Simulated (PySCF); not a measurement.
A side-by-side comparison of computed properties.

First species: C₆H₁₄SSi.
InChI=1S/C6H14SSi/c1-3-5-6-8-7-4-2/h3,5H,4,6,8H2,1-2H3/b5-3+

Second species: C₈H₉P.
InChI=1S/C8H9P/c1-9-5-2-8(3-6-9)4-7-9/h2-8H,1H2

Levels: PBE0/pcSseg-1 for dipole moment, HOMO energy, LUMO energy and HOMO–LUMO gap; GFN2-xTB for rotational constant A and rotational constant C. Geometries: GFN2-xTB. All species are isolated and taken at one optimised geometry, non-relativistic unless stated. Electronic properties by PySCF.

The conformers computed, where there is a choice (atom-mapped SMILES and torsion angles):
- `[CH3:1]/[CH:2]=[CH:3]/[CH2:4][SiH2:5][S:6][CH2:7][CH3:8]`: C2–C3–C4–Si5 -108°, C3–C4–Si5–S6 173°, C4–Si5–S6–C7 -169°, Si5–S6–C7–C8 -76°

Problem. Which of the two has the higher HOMO–LUMO gap, and by how much?

Solution. The first: 6.85 eV against 4.33 eV, a difference of 2.52 eV.

Problem. Which has the higher HOMO energy?

Solution. The second: -5.36 eV against -6.65 eV, a difference of 1.29 eV.

Problem. Which of the two has the higher rotational constant C, and by how much?

Solution. The second: 1.434 GHz against 0.437 GHz, a difference of 0.997 GHz.

Problem. Which of the two has the higher rotational constant A, and by how much?

Solution. The first: 4.262 GHz against 2.588 GHz, a difference of 1.674 GHz.

Problem. Which of the two has the higher dipole moment, and by how much?

Solution. The second: 3.78 D against 1.45 D, a difference of 2.33 D.

Problem. Which of the two has the higher LUMO energy, and by how much?

Solution. The first: 0.20 eV against -1.03 eV, a difference of 1.23 eV.

On the first: In atomic units the dipole is 0.57 e·bohr (1 au = 2.5417 D).

On the second: In atomic units the dipole is 1.49 e·bohr (1 au = 2.5417 D).
